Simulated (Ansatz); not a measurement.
Cost and result for the atomization energy of `OB(O)[SiH3]` (9 atoms, 8 bonds).

Z-matrix (Å, degrees):
```
Si
B 1 2.033
H 1 1.490 2 110.5
H 1 1.490 2 110.3 3 118.7
H 1 1.487 2 111.8 3 -120.8
O 2 1.364 1 117.3 3 -56.7
O 2 1.363 1 118.6 3 123.4
H 6 0.963 2 116.1 1 -179.7
H 7 0.963 2 115.8 1 179.8
```

Total charge 0; spin multiplicity 1. The structure was optimised at the PBE0-D4/def2-TZVP level. It is one conformer, not always the lowest. Program: Ansatz. All runs use 2 threads of an Arm Neoverse V2 on a shared host. Times are those of one run each, without the atoms' runs, and a repeat can differ threefold. Electronic energies, without spin–orbit coupling; frozen cores. CCSD(T)/CBS adds CCSD(T) − MP2 in def2-TZVPP to the MP2 limit, and its time is that of the two runs behind it. T1 = 0.014. B3LYP takes the VWN-RPA correlation (the form of Gaussian; ORCA's B3LYP/G). HSE06 is the plane-wave form, built on full-range PBE exchange.

CCSD(T)/CBS is a level of theory with its own doubt, some kJ/mol a heavy atom from the limit and from the frozen cores, so smaller differences don't rank the functionals.

```
                             level  functions  wall time
              revPBE-D4/def2-TZVPP        205      2.1 s
   PBE-D4/def2-TZVPP (with forces)        205      2.6 s
               BHLYP-D4/def2-TZVPP        205      2.8 s
                  CCSD(T)/def2-SVP         85      2.8 s
                PBE0-D4/def2-TZVPP        205      3.2 s
               HSE06-D4/def2-TZVPP        205      3.2 s
 B3LYP-D4/def2-TZVPP (with forces)        205      3.9 s
r2SCAN-D4/def2-TZVPP (with forces)        205      5.5 s
             r2SCANh-D4/def2-TZVPP        205      5.5 s
               PBE-QIDH/def2-TZVPP        205      5.5 s
                    MP2/def2-QZVPP        391       19 s
                CCSD(T)/def2-TZVPP        205       83 s
                 CCSD(T)/CBS(def2)          –      100 s
```

(1) What atomization energy does each give, and how far from CCSD(T)/CBS? (Estimate.)

## Answers

(1) Computed: 
| level | atomization (kJ/mol) | difference from CCSD(T)/CBS | per bond |
| --- | --- | --- | --- |
| revPBE-D4/def2-TZVPP | 3251.9 | -49.9 | -6.2 |
| PBE-D4/def2-TZVPP (with forces) | 3336.0 | 34.2 | 4.3 |
| BHLYP-D4/def2-TZVPP | 3198.6 | -103.2 | -12.9 |
| CCSD(T)/def2-SVP | 3112.8 | -189.0 | -23.6 |
| PBE0-D4/def2-TZVPP | 3272.8 | -29.0 | -3.6 |
| HSE06-D4/def2-TZVPP | 3275.5 | -26.3 | -3.3 |
| B3LYP-D4/def2-TZVPP (with forces) | 3295.5 | -6.3 | -0.8 |
| r2SCAN-D4/def2-TZVPP (with forces) | 3309.2 | 7.4 | 0.9 |
| r2SCANh-D4/def2-TZVPP | 3284.7 | -17.1 | -2.1 |
| PBE-QIDH/def2-TZVPP | 3258.5 | -43.3 | -5.4 |
| MP2/def2-QZVPP | 3325.2 | 23.4 | 2.9 |
| CCSD(T)/def2-TZVPP | 3215.2 | -86.6 | -10.8 |
| CCSD(T)/CBS(def2) | 3301.8 | 0.0 | 0.0 |

From r2SCAN to r2SCAN0 (25 % exact exchange), in def2-TZVPP and without D4, the atomization energy moves by −60.3 kJ/mol: exact exchange takes away binding that semilocal exchange gives to molecules. Leaving LDA and LC-ωPBE aside and taking each functional with its dispersion term where it has one, the values spread over 137.4 kJ/mol, from BHLYP-D4 to PBE-D4. LDA lies +439.4 kJ/mol from PBE without D4, its usual overbinding. The D4 term adds +22.6 kJ/mol with B3LYP and +11.7 kJ/mol with PBE0; it sums over pairs of atoms, weighted by their polarisabilities, and B3LYP, whose exchange is more repulsive, gets the larger term.
